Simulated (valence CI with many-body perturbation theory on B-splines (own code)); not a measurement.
**E1 transitions of Nb34+**

Level of theory: valence CI with perturbative core correlation (CI+MBPT): five valence electrons over a frozen Dirac-Fock core [He], radial functions for each j: 11 s, 11 p, 10 d, 8 f, 5 g, 2 h, with the one-electron correlation potential Σ1 (screened to all orders), the two-electron term Σ2, the three-electron term Σ3, Breit, model QED; selected single and double excitations, second order for the rest, scaled by the run's own slope (own B-spline code, finite nucleus).

The last digits are not significant, and no measured levels were compared; by estimate large intervals hold to a few tenths of a per cent, small ones and those within an open d or f shell to about a per cent. Among the levels kept, up to 10000 cm⁻¹ of a level comes from second order outside the variational space, and about a tenth of that is noise between levels of different J, which matters for small intervals.

Lines 151 to 200 of 595 in falling wavelength, among levels below 24961 × 10³ cm⁻¹, chosen from the strongest by gf and those to the six lowest levels. Wavelengths and rates use the calculated energies. Electric multipoles are in the length gauge, E1 and E2 with the static RPA response of the core. Weak lines are less certain than strong ones. Lines between different terms over intervals too small for the method are left out, as are lines whose strength nearly cancels. The highest levels of a list are the least certain.

Levels are named by their leading jj configuration (3d3/2^4 stands for four electrons in 3d with j = 3/2), which in mixed levels can hold well under half, so a name can repeat and another be missing. Letters in brackets count levels of one name in rising energy.

| λ vac (Å) | Upper | Lower | A (s⁻¹) | log gf | Branch % |
| --- | --- | --- | --- | --- | --- |
| 150.1 | (2s^2 2p1/2^2 3d3/2) J=3/2 | (2s^2 2p1/2^2 3p1/2) J=1/2 | 1.45e+10 | -0.71 | 0.1 |
| 149.8 | (2s 2p1/2 2p3/2^2 3d3/2) J=3/2 [d] | (2s 2p1/2 2p3/2^2 3p1/2) J=1/2 [b] | 6.90e+09 | -1.03 | 0.0 |
| 149.7 | (2s^2 2p3/2^2 3d3/2) J=3/2 [b] | (2s^2 2p3/2^2 3p1/2) J=1/2 | 1.34e+10 | -0.74 | 0.0 |
| 149.3 | (2s 2p1/2 2p3/2^2 3d3/2) J=1/2 [a] | (2s 2p1/2 2p3/2^2 3p1/2) J=3/2 [a] | 1.33e+10 | -1.05 | 0.1 |
| 148.9 | (2s 2p1/2 2p3/2^2 3d5/2) J=5/2 [d] | (2s 2p1/2 2p3/2^2 3p1/2) J=3/2 [b] | 4.91e+09 | -1.01 | 0.0 |
| 148.6 | (2s 2p1/2 2p3/2^2 3d3/2) J=5/2 [c] | (2s 2p1/2 2p3/2^2 3p1/2) J=3/2 [c] | 6.55e+09 | -0.89 | 0.0 |
| 148.1 | (2s^2 2p1/2 2p3/2 3d3/2) J=3/2 [a] | (2s^2 2p1/2 2p3/2 3p1/2) J=1/2 | 8.24e+09 | -0.97 | 0.0 |
| 147.7 | (2s 2p1/2 2p3/2^2 3d3/2) J=7/2 [b] | (2s 2p1/2 2p3/2^2 3p1/2) J=7/2 | 5.26e+09 | -0.86 | 0.0 |
| 147.6 | (2s^2 2p1/2 2p3/2 3p3/2) J=5/2 [b] | (2s^2 2p1/2 2p3/2 3s) J=3/2 [b] | 1.35e+10 | -0.58 | 2.5 |
| 146.7 | (2s 2p1/2 2p3/2^2 3d3/2) J=7/2 [a] | (2s 2p1/2 2p3/2^2 3p1/2) J=5/2 [a] | 9.27e+09 | -0.62 | 0.1 |
| 145.4 | (2s 2p1/2^2 2p3/2 3d3/2) J=1/2 [b] | (2s 2p1/2^2 2p3/2 3p1/2) J=1/2 | 1.35e+10 | -1.07 | 0.1 |
| 144.1 | (2s^2 2p1/2 2p3/2 3d3/2) J=1/2 [a] | (2s^2 2p1/2 2p3/2 3p1/2) J=1/2 | 1.31e+10 | -1.09 | 0.1 |
| 141.3 | (2s 2p1/2 2p3/2^2 3d5/2) J=9/2 [b] | (2s 2p1/2 2p3/2^2 3p1/2) J=7/2 | 4.17e+09 | -0.90 | 2.4 |
| 140.8 | (2s^2 2p1/2 2p3/2 3p3/2) J=5/2 [b] | (2s^2 2p1/2 2p3/2 3s) J=5/2 | 9.38e+09 | -0.78 | 1.8 |
| 138.3 | (2s 2p1/2^2 2p3/2 3p3/2) J=5/2 [a] | (2s 2p1/2^2 2p3/2 3s) J=5/2 | 1.04e+10 | -0.75 | 0.0 |
| 134.1 | (2s^2 2p1/2 2p3/2 3d3/2) J=5/2 [b] | (2s^2 2p1/2 2p3/2 3p1/2) J=5/2 | 5.00e+09 | -1.09 | 0.0 |
| 134.1 | (2s 2p1/2 2p3/2^2 3p3/2) J=3/2 [f] | (2s 2p1/2 2p3/2^2 3s) J=3/2 [c] | 1.25e+10 | -0.87 | 0.1 |
| 132.5 | (2s^2 2p1/2 2p3/2 3p3/2) J=1/2 [b] | (2s^2 2p1/2 2p3/2 3s) J=3/2 [b] | 2.51e+10 | -0.88 | 2.8 |
| 131.8 | (2s 2p1/2 2p3/2^2 3p3/2) J=5/2 [b] | (2s 2p1/2 2p3/2^2 3s) J=7/2 | 5.22e+09 | -1.09 | 0.0 |
| 130.7 | (2s^2 2p3/2^2 3p3/2) J=3/2 [a] | (2s^2 2p3/2^2 3s) J=3/2 | 2.32e+10 | -0.62 | 1.6 |
| 118.6 | (2s 2p1/2^2 2p3/2 3d5/2) J=7/2 [a] | (2s 2p1/2^2 2p3/2 3p1/2) J=5/2 | 4.94e+09 | -1.08 | 0.0 |
| 104.7 | (2s 2p1/2 2p3/2^2 3p1/2) J=7/2 | (2s^2 2p3/2^2 3p1/2) J=5/2 | 6.68e+09 | -1.06 | 0.1 |
| 97.03 | (2s 2p1/2 2p3/2^2 3s) J=7/2 | (2s^2 2p3/2^2 3s) J=5/2 | 1.06e+10 | -0.92 | 0.1 |
| 96.61 | (2p1/2^2 2p3/2^2 3p1/2) J=5/2 | (2s 2p1/2 2p3/2^2 3p1/2) J=3/2 [d] | 9.88e+09 | -1.08 | 0.0 |
| 92.37 | (2s 2p1/2^2 2p3/2^2) J=5/2 | (2s^2 2p1/2 2p3/2^2) J=5/2 | 3.25e+09 | -1.60 | 6.8 |
| 88.40 | (2p1/2^2 2p3/2^2 3s) J=5/2 | (2s 2p1/2 2p3/2^2 3s) J=3/2 [d] | 1.15e+10 | -1.09 | 0.4 |
| 85.47 | (2p1/2^2 2p3/2^2 3s) J=5/2 | (2s 2p1/2 2p3/2^2 3s) J=5/2 [c] | 1.20e+10 | -1.10 | 0.4 |
| 82.89 | (2s 2p1/2^2 2p3/2^2) J=5/2 | (2s^2 2p1/2 2p3/2^2) J=3/2 | 9.34e+09 | -1.24 | 19.5 |
| 79.61 | (2s 2p1/2 2p3/2^3) J=5/2 | (2s^2 2p3/2^3) J=3/2 | 1.10e+10 | -1.20 | 7.5 |
| 78.41 | (2s 2p1/2^2 2p3/2^2) J=1/2 | (2s^2 2p1/2 2p3/2^2) J=1/2 | 1.23e+10 | -1.64 | 7.8 |
| 74.53 | (2p1/2^2 2p3/2^3) J=3/2 | (2s 2p1/2 2p3/2^3) J=3/2 [b] | 3.21e+10 | -0.97 | 7.6 |
| 71.65 | (2p1/2^2 2p3/2^2 3p1/2) J=3/2 | (2s 2p1/2 2p3/2^2 3p1/2) J=5/2 [b] | 3.56e+10 | -0.96 | 0.1 |
| 71.27 | (2p1/2 2p3/2^4) J=1/2 | (2s 2p3/2^4) J=1/2 | 5.40e+10 | -1.08 | 10.1 |
| 69.30 | (2s 2p1/2^2 2p3/2^2) J=3/2 | (2s^2 2p1/2 2p3/2^2) J=5/2 | 9.66e+09 | -1.56 | 4.3 |
| 65.16 | (2s 2p1/2 2p3/2^3) J=3/2 [b] | (2s^2 2p3/2^3) J=3/2 | 1.68e+10 | -1.37 | 3.9 |
| 65.12 | (2p1/2^2 2p3/2^2 3p1/2) J=5/2 | (2s 2p1/2 2p3/2^2 3p1/2) J=7/2 | 4.85e+10 | -0.73 | 0.2 |
| 64.45 | (2s 2p3/2^3 3p3/2) J=3/2 [a] | (2s 2p1/2 2p3/2^2 3s) J=5/2 [b] | 3.71e+10 | -1.03 | 0.1 |
| 64.37 | (2p1/2^2 2p3/2^2 3s) J=5/2 | (2s 2p1/2 2p3/2^2 3s) J=7/2 | 4.17e+10 | -0.81 | 1.5 |
| 61.72 | (2p1/2^2 2p3/2^3) J=3/2 | (2s 2p1/2 2p3/2^3) J=5/2 | 7.04e+10 | -0.79 | 16.6 |
| 57.67 | (2s 2p1/2 2p3/2^2 3d5/2) J=9/2 [a] | (2s^2 2p1/2 2p3/2 3d5/2) J=7/2 [a] | 2.48e+10 | -0.91 | 62.6 |
| 57.53 | (2p1/2^2 2p3/2^2 3s) J=5/2 | (2s 2p1/2 2p3/2^2 3s) J=5/2 [a] | 2.86e+10 | -1.07 | 1.0 |
| 57.32 | (2s 2p1/2 2p3/2^2 3p3/2) J=7/2 [b] | (2s^2 2p1/2 2p3/2 3p3/2) J=5/2 [b] | 2.20e+10 | -1.06 | 0.1 |
| 57.16 | (2s 2p1/2 2p3/2^2 3s) J=5/2 [a] | (2s^2 2p1/2 2p3/2 3s) J=3/2 [a] | 4.45e+10 | -0.88 | 0.4 |
| 56.76 | (2s 2p1/2 2p3/2^2 3p3/2) J=7/2 [a] | (2s^2 2p1/2 2p3/2 3p3/2) J=5/2 [a] | 2.70e+10 | -0.98 | 0.3 |
| 55.99 | (2s 2p1/2 2p3/2^2 3p1/2) J=5/2 [a] | (2s^2 2p1/2 2p3/2 3p1/2) J=3/2 [a] | 3.33e+10 | -1.03 | 0.2 |
| 55.68 | (2p1/2^2 2p3/2^3) J=3/2 | (2s 2p1/2 2p3/2^3) J=3/2 [a] | 4.64e+10 | -1.06 | 10.9 |
| 55.23 | (2s 2p1/2 2p3/2^2 3d5/2) J=11/2 | (2s^2 2p1/2 2p3/2 3d5/2) J=9/2 | 1.99e+10 | -0.96 | 70.2 |
| 54.52 | (2s 2p1/2 2p3/2^2 3s) J=7/2 | (2s^2 2p1/2 2p3/2 3s) J=5/2 | 3.26e+10 | -0.93 | 0.2 |
| 54.48 | (2s 2p1/2 2p3/2^2 3p3/2) J=9/2 | (2s^2 2p1/2 2p3/2 3p3/2) J=7/2 | 2.24e+10 | -1.00 | 26.2 |
| 54.47 | (2s 2p1/2 2p3/2^2 3d3/2) J=9/2 | (2s^2 2p1/2 2p3/2 3d3/2) J=7/2 | 1.85e+10 | -1.08 | 30.6 |

Question: How does gf follow from A for the line at 57.67 Å?

Answer: gf = 1.4992 × (2J+1)_upper × A / σ², with σ = 1733950 cm⁻¹ and 2J+1 = 10: gf = 0.124.
